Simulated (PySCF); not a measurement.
ZnH₂, SMILES [ZnH2]. The structure is a stationary point at PBE-D3(BJ)/def2-TZVPD. The isomer is the one that the SMILES or the coordinates give; other isomers of the formula were not compared.

Computed with PBE-D3(BJ)/def2-TZVPD (PySCF 2.14.0).

Harmonic wavenumbers (cm⁻¹): 647, 647, 1875, 1875. Rotational constants (GHz): 104.9 (linear); symmetry number 2.

**Question.** Work out the zero-point energy and the ideal-gas rigid-rotor harmonic-oscillator thermochemistry at 298.15 K and 1 atm.

**Answer.** ZPE = ½ Σ hcν = ½ × 5044 cm⁻¹ = 7.21 kcal/mol. H − E(el) = 9.46 kcal/mol. Entropy in cal/(mol K): translation 38.54, rotation 8.72, vibration 0.76, total 48.02. G − E(el) = -4.86 kcal/mol. Cp = 8.86 cal/(mol K).
